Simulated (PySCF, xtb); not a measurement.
C2H7NSi2, SMILES N[Si@@H]1C=C[SiH2]1.

GFN2-xTB (xtb) at its own geometry gives an orbital gap of 3.24 eV and a dipole moment of 1.28 D.

Coordinates come from a PBE0-D3(BJ)/def2-SVP optimisation. The structure was generated by enumeration; whether it is a known compound was not checked. Other conformers were not sampled.

Q: What does PBE/def2-TZVP (PySCF) give? (Estimate from the structure and the level; the computed values follow.)

A: gap 4.08 eV (levels -5.71 and -1.63 eV), dipole 1.68 D.
